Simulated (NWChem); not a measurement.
Isomers of C3H4ClFSi, each optimised at B3LYP/6-31G* with NWChem, gas phase unless a solvent is named. Flexible species stand in one conformer each, which need not be the lowest. Pople sets run with spherical d functions.

A: FC1=CC[Si@@H]1Cl
B: FC(Cl)=C=C[SiH3]
C: [Si@@](Cl)(C#C)(C)F

Rank them by orbital gap (eV), B3LYP/6-31G*, lowest first.

B (5.37), A (6.82), C (7.67)
